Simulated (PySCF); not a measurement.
**Polarisability and C₆ of Hf (hafnium, neutral)**

[Xe] 4f14 5d2 6s2, high-spin 3F determinant. Calculation: PySCF 2.14, in x2c-TZVPPall with one added diffuse shell each of s, p, d, f type (12s8p8d4f1g, 113 functions); the spin-free X2C one-electron Hamiltonian (Gaussian nucleus). Coupled (time-dependent) response in atomic units; α is the mean over directions.

```csv
method,mean α (bohr³),C₆ (like pair),S(−4)
TPSS,103.7,1400,5186
```

S(−4) is the Cauchy moment in α(ω) = α(0) + S(−4) ω² + …

Reference α: 103 ± 6 bohr³ (recommended; Schwerdtfeger and Nagle, table of static dipole polarizabilities (2023 update)). Published C₆: 1040 (Gould and Bucko (2016)).

Spin-orbit coupling is absent.

α(iu) at TPSS:

```tsv
u (hartree)	α(iu) (bohr³)
0	103.7
0.0500	93.08
0.100	73.77
0.200	43.90
0.300	28.25
0.500	14.98
0.750	8.866
1.00	6.084
1.50	3.522
2.00	2.333
3.00	1.241
5.00	0.5164
```

Spin-orbit coupling, absent here, splits the open shell strongly.
